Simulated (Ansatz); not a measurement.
One change: `[CH3][In]([Cl])[SeH]` becomes `[Cl][InH][SeH]`.

Ansatz, PBE0-D4/def2-TZVP geometries, multiplicity 1. Each molecule was computed in one conformer, which needn't be the lowest.

Elements past krypton have def2 core potentials. Scalar relativity is left out up to krypton. Spin–orbit coupling is left out; it splits and shifts lone-pair levels of the heavy atoms by tenths of an eV.

```
                                        property  `[CH3][In]([Cl])[SeH]`
              LUMO energy (PBE0/def2-TZVPP) / eV                   -1.34
             HOMO–LUMO gap (PBE/def2-TZVPP) / eV                    4.02
              HOMO energy (PBE0/def2-TZVPP) / eV                   -7.32
               HOMO energy (PBE/def2-TZVPP) / eV                   -6.20
           HOMO–LUMO gap (B3LYP/def2-TZVPP) / eV                    5.44
size of the dipole moment (B3LYP/def2-TZVPP) / D                    2.71
```

(1) Give the same properties after the change, and the shifts. (Estimate.)

Answers

(1) Ansatz gave: 
```
                                        property  `[Cl][InH][SeH]`  shift
              LUMO energy (PBE0/def2-TZVPP) / eV             -1.72  -0.38
             HOMO–LUMO gap (PBE/def2-TZVPP) / eV              4.01  -0.01
              HOMO energy (PBE0/def2-TZVPP) / eV             -7.52  -0.20
               HOMO energy (PBE/def2-TZVPP) / eV             -6.40  -0.20
           HOMO–LUMO gap (B3LYP/def2-TZVPP) / eV              5.31  -0.13
size of the dipole moment (B3LYP/def2-TZVPP) / D              2.77   0.06
```

With PBE0 the HOMO falls by 0.20 eV and the LUMO falls by 0.38 eV, so the gap narrows by about 0.18 eV. PBE moves the HOMO by -0.20 eV and ωB97M-V by -0.18 eV. The zero-point energy changes by -77.6 kJ/mol with -9 modes. Dipoles are sizes alone; their direction can turn.

B3LYP here is the variant with VWN-RPA as its local correlation; programs differ in this.
